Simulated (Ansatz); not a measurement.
Reactions of `C=CC(=O)O`.

Gas-phase electronic energies from Ansatz, PBE0-D4/def2-TZVP geometries. CBS: MP2 limit from def2 TZ/QZ plus the TZ coupled-cluster correction, frozen cores. This one scheme is used for every species. Functionals use def2-TZVPP. Each species was taken in one conformer, which may not be the lowest.

| reaction | CCSD(T)/CBS(def2) (kJ/mol) |
| --- | --- |
| `C=CC(=O)O` → `OC1=CCO1` | 174 |
| `C=CC(=O)O` + `C#C[SiH3]` → `C#C[SiH2]C(=O)O` + `C=C` | 13 |
| `C=CC(=O)O` → `CC(=O)C=O` | 55 |
| `C=CC(=O)O` → `C1=COCO1` | ? |

Q: Fill in the missing values. (Estimate.)

A: The calculation gave: `C=CC(=O)O` → `C1=COCO1`: +140.6 kJ/mol.

Largest T1 diagnostic: 0.016, for `C#C[SiH2]C(=O)O`.
